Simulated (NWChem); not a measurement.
# BHCl, doublet; SMILES Cl[BH]

Program: NWChem. Pople sets run with spherical d functions. Spin-unrestricted. In the optimisation the excess spin sits in a' (Cs, its own frame). Geometry: optimised at PBE0/def2-SVP, spin-unrestricted. No stability test was run on the SCF state.

### Question
Predict the results for UHF/6-311++G**. Quantities: highest occupied level (eV); lowest empty minus highest occupied level, either spin (eV); dipole (D).

### Answer
```yaml
highest occupied level (eV): -9.63
lowest empty minus highest occupied level, either spin (eV): 10.68
dipole (D): 0.73
```
